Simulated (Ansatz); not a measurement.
`C#[C][SnH]([F])[Cl]` + HBr → `[F][SnH]([Cl])[Br]` + acetylene at 700 K and 1 bar (ligand exchange at the Sn–C bond).

Gas-phase electronic energies from Ansatz, PBE0-D4/def2-TZVP geometries. CCSD(T)/CBS adds triple-zeta CCSD(T) − MP2 to the extrapolated MP2 energy (def2 sets, frozen cores). This one scheme is used for every species. Elements past krypton have def2 core potentials. For Br, Sn outer-core shells are correlated without core-valence functions, which leaves a few kJ/mol of doubt a bond. Scalar relativity is left out up to krypton.

```tsv
species	CCSD(T)/CBS energy (Eh)	H − E (kJ/mol)	S (J/(mol·K))
`C#[C][SnH]([F])[Cl]`	-850.91139	144.9	464.5
HBr	-2573.91920	36.5	223.7
`[F][SnH]([Cl])[Br]`	-3347.63611	84.8	434.0
`C#C`	-77.22717	102.1	244.4
```

H − E and S are ideal-gas, rigid-rotor, harmonic terms from PBE0-D4/def2-TZVP, for one conformer and one mirror image of each species. 1 Eh = 2625.50 kJ/mol, R = 8.31446 J/(mol·K).

Question: By hand: ΔE, ΔH, ΔS and ΔG.

Answer: ΔE = (-3347.63611) + (-77.22717) − (-850.91139) − (-2573.91920) = -0.03269 Eh = -85.8 kJ/mol. Δ(H − E) = 84.8 + 102.1 − 144.9 − 36.5 = 5.5, so ΔH = -80.3 kJ/mol. ΔS = 434.0 + 244.4 − 464.5 − 223.7 = -9.8 J/(mol·K). ΔG = -80.3 − 700 × (-9.8)/1000 = -73.4 kJ/mol.

Question: By hand: the equilibrium constant, and the temperature at which ΔG would vanish if ΔH and ΔS stayed fixed.

Answer: log₁₀ K = −ΔG/(RT ln 10) = 5.5. ΔG = 0 at ΔH/ΔS = 8194 K, far beyond where these terms or the molecules hold.

The number of gas molecules stays the same, so ΔS is small and ΔH decides. A doubt of 5 kJ/mol in ΔE shifts log₁₀ K by 0.4 here. Other conformers and mirror images would add mixing entropy, several J/(mol·K) or more a flexible species. These are equilibria of isolated gas molecules and say nothing of rates. Largest T1 diagnostic: 0.013 (customary marks: 0.02 for closed shells, 0.045 for open ones).
